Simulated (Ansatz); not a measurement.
Ansatz (a program for electronic structure) input (CCSD(T)/def2-SVPD):

Ansatz 0.2 input:
```yaml
crystal:
  periodic: [false, false, false]
  atoms:
    - {symbol: Au, position_ang: [-0.00000000, -0.00000000, -0.01933333]}
    - {symbol: H, position_ang: [0.00000000, 0.00000000, 1.52733346]}
basis:
  gaussian:
    orbitals: def2-SVPD
total_charge: -1
magnetization: {spin_polarized: true, initial_magnetization: 1}
correlation: {method: ccsd_t, electrons: outside_noble_gas}
```

Output:

```
Functional definition: HF
integrals: 0.02 GiB planned
408 factors; integrals over basis functions are off by at most 1.1e-3 eV
mean field: 0.08 GiB planned
mean field evaluation 1: about -3681.1553 eV, gradient 1.8e1 eV
mean field evaluation 2: about -3681.1630 eV, gradient 1.8e1 eV
mean field evaluation 4: about -3682.7082 eV, gradient 1.6e0 eV
mean field evaluation 8: about -3682.7751 eV, gradient 1.7e-1 eV
mean field evaluation 16: about -3682.7603 eV, gradient 5.3e-1 eV
mean field evaluation 32: about -3682.5135 eV, gradient 5.8e0 eV
mean field evaluation 64: about -3680.9191 eV, gradient 3.6e-4 eV
mean field evaluation 96: about -3677.8328 eV, gradient 5.4e-4 eV
mean field evaluation 128: about -3679.0940 eV, gradient 1.4e0 eV
mean field evaluation 160: about -3677.9291 eV, gradient 1.0e0 eV
mean field evaluation 192: about -3677.8367 eV, gradient 1.0e0 eV
mean field -3682.77652734 eV, -135.3395411040 hartree, gradient 5.0e-6 eV, S^2 0.764257; 2 other end points of the search recorded, 0 dependent functions left out
determinant -3682.77652734 eV, -135.3395411040 hartree, with singles and doubles -3690.96984057 eV, -135.6406398119 hartree
determinant -3680.91907182 eV, -135.2712808730 hartree, with singles and doubles -3688.97978641 eV, -135.5675066701 hartree
4 core orbitals not correlated
reference -3682.77652734 eV, -135.3395411040 hartree; 7, 6 occupied and 32, 33 virtual orbitals, 408 factors
second order -8.49579607 eV of doubles, -0.00000000 eV of singles
coupled cluster: 0.09 GiB planned
cycle   1  -8.19413720 eV  change   -8.2e-4 eV  update   1.3e-3
cycle   2  -8.19475834 eV  change   -6.2e-4 eV  update   8.3e-4
cycle   3  -8.19453178 eV  change    2.3e-4 eV  update   3.0e-4
cycle   4  -8.19463031 eV  change   -9.9e-5 eV  update   1.3e-4
cycle   5  -8.19475970 eV  change   -1.3e-4 eV  update   3.4e-5
cycle   6  -8.19477727 eV  change   -1.8e-5 eV  update   7.9e-6
cycle   7  -8.19478131 eV  change   -4.0e-6 eV  update   2.6e-6
perturbative correction -0.22228019 eV, -0.0081686465 hartree
Total energy: -3691.19358884 eV, -135.6488624089 hartree
```

This state (charge -1, doublet) is run at the relaxed geometry of the species with charge 0 and multiplicity 1.
